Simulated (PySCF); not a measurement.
From one molecule to another.

First species: C₇H₆FN.
SMILES: `C=C1/C(=C\F)C[C@@H]1C#N`

Second species: C₄H₉ClOSi.
SMILES: `CCC(=O)[SiH2]CCl`

Levels: B3LYP/def2-SVPD for dipole moment, HOMO energy, LUMO energy, HOMO–LUMO gap, static isotropic polarisability and electronic spatial extent ⟨r²⟩ about the centre of nuclear charge; TDDFT B3LYP/def2-SVPD for lowest singlet excitation; TDA B3LYP/def2-SVPD for lowest triplet excitation (Tamm–Dancoff); GFN2-xTB for rotational constant A and rotational constant C. Geometries: GFN2-xTB. All species are isolated and taken at one optimised geometry, non-relativistic unless stated; the electronic structure was computed with PySCF and density fitting.

Dipoles, sizes and rotational constants follow the conformer. The torsions of the flexible species, by atom-mapped SMILES:
- `[CH3:1][CH2:2][C:3](=[O:4])[SiH2:5][CH2:6][Cl:7]`: C1–C2–C3–O4 0°, C2–C3–Si5–C6 180°, C3–Si5–C6–Cl7 180°

```
                                                         property    column X    column Y
                                                    dipole moment      3.77 D      2.57 D
                                                      HOMO energy    -6.96 eV    -6.79 eV
                                                      LUMO energy    -1.87 eV    -1.58 eV
                                                    HOMO–LUMO gap     5.09 eV     5.21 eV
                                        lowest singlet excitation     5.15 eV     3.53 eV
                         lowest triplet excitation (Tamm–Dancoff)     2.95 eV     2.90 eV
                                  static isotropic polarisability     86.8 au     94.1 au
electronic spatial extent ⟨r²⟩ about the centre of nuclear charge  1266 bohr²  1859 bohr²
                                            rotational constant A   3.468 GHz   6.513 GHz
                                            rotational constant C   0.878 GHz   0.578 GHz
```

**Question.** Which column belongs to which species?

**Answer.** Column X is the first species and column Y the second. The first has 15 atoms and 64 electrons, the second 16 and 72.

**Question.** How does each property change from the first species to the second?

**Answer.** dipole moment -1.20 D; HOMO energy +0.17 eV; LUMO energy +0.29 eV; HOMO–LUMO gap +0.12 eV; lowest singlet excitation -1.62 eV; lowest triplet excitation (Tamm–Dancoff) -0.05 eV; static isotropic polarisability +7.3 au; electronic spatial extent ⟨r²⟩ about the centre of nuclear charge +593 bohr²; rotational constant A +3.045 GHz; rotational constant C -0.300 GHz.

On the first: The dipole matches unit charges of opposite sign 0.78 Å apart (1 e·Å = 4.8032 D). The vertical singlet–triplet gap S1 − T1 is 2.20 eV (TDDFT singlet less Tamm–Dancoff triplet; S1: HOMO→LUMO, weight 0.96; T1: HOMO→LUMO, weight 0.96).

On the second: S1 lies 1.68 eV below the HOMO–LUMO gap; its leading configuration is HOMO→LUMO, weight 0.98. No computed singlet falls in the visible range (750 to 380 nm, 1.65 to 3.26 eV); S1 lies 0.27 eV above its blue end.
